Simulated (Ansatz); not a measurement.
Cost and result up the ladder for Ge6Te6 (the lowest singlet isomer of a short search) (12 atoms). Charge 0, multiplicity 1. Geometry: PBE-D4/def2-SVP.

Cartesian coordinates in Å:
```
Ge -1.475 0.338 -2.760
Ge 0.915 1.845 2.713
Ge -2.141 -1.518 1.873
Ge 1.665 -2.305 -0.246
Ge -0.246 1.976 0.369
Ge 2.198 0.708 -2.135
Te 0.587 -1.458 -2.712
Te -2.338 0.418 -0.096
Te -1.093 0.443 3.511
Te 0.138 2.585 -2.303
Te -0.352 -3.289 1.101
Te 2.142 0.256 0.685
```

Ansatz on 2 threads of AMD EPYC 7R13 on a shared host and a share (18 GiB) of an NVIDIA H100 80GB HBM3. Times are rough, and most runs start from the orbitals of an earlier one. PBE0-D4/def2-TZVP serves as the yardstick here, not as an exact answer. Differences are given only for rows in sets of like size (and for xTB, whose basis is part of the method), since another set adds its own error. Binding counts from free atoms at the same level (Ge triplet, Te triplet; other spins of the atoms weren't run), without zero-point energy or a counterpoise term.

In the def2 sets Te takes a core potential; there is no spin–orbit coupling. Correlated methods freeze 78 core orbitals; core or outer-core shells of Ge, Te are correlated, in sets that lack core-valence functions. The rows differ in basis, and correlated rows in double-zeta sets carry the largest basis error. Single mean-field runs in def2-TZVP are fitted with def2-universal-jkfit. The structure comes from a short search, and lower isomers may exist.

Correlated methods converge slowly with the basis, most of all in double-zeta sets.

```tsv
level	functions	wall time
PBE-D4/def2-SVP	348	2.7 s
r2SCAN-D4/def2-TZVP	588	4.9 s
PBE-D4/def2-TZVP (with forces)	588	4.9 s
PBE0-D4/def2-SVP	348	6.5 s
MP2/def2-SVP	348	7 s
PBE0-D4/def2-TZVP	588	7.5 s
PBE-QIDH/def2-TZVP	588	8.5 s
RPA@PBE/def2-SVP	348	11 s
```

(1) Estimate what each level gives for the binding energy per atom (eV).

## Answers

(1) 
```
                         level  binding energy per atom (eV)  difference from PBE0-D4/def2-TZVP (eV)
               PBE-D4/def2-SVP                          3.08                                       –
           r2SCAN-D4/def2-TZVP                          2.88                                   -0.03
PBE-D4/def2-TZVP (with forces)                          3.09                                    0.18
              PBE0-D4/def2-SVP                          2.89                                       –
                  MP2/def2-SVP                          2.56                                       –
             PBE0-D4/def2-TZVP                          2.91                                    0.00
            PBE-QIDH/def2-TZVP                          2.82                                   -0.09
              RPA@PBE/def2-SVP                          2.16                                       –
```
